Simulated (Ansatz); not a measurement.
Consider the ligand exchange at the Si–C bond: `CC[SiH2]O` + `BN` → `BN[SiH2]O` + ethane.

Computed with Ansatz on PBE0-D4/def2-TZVP structures; ΔE is electronic, products minus reactants. CBS: MP2 limit from def2 TZ/QZ plus the TZ coupled-cluster correction, frozen cores. This one scheme is used for every species. DFT in def2-TZVPP. Each species was taken in one conformer, which may not be the lowest.

| species | ωB97M-V energy (Eh) |
| --- | --- |
| `CC[SiH2]O` | -445.76720 |
| `BN` | -82.02539 |
| `BN[SiH2]O` | -448.02166 |
| `CC` | -79.79461 |

Q: Work out ΔE.

A: ΔE = (-448.02166) + (-79.79461) − (-445.76720) − (-82.02539) = -0.02368 Eh = -62.2 kJ/mol. CCSD(T)/CBS gives -65.1 kJ/mol.

Largest T1 diagnostic among the species: 0.012.

From PBE to PBE0 (25 % exact exchange), in def2-TZVPP and without D4, ΔE moves by −3.3 kJ/mol. In def2-TZVPP, CCSD(T) changes the Hartree–Fock value by +11.0 kJ/mol (the triples alone add +1.2 kJ/mol) and MP2 by +9.6 kJ/mol.
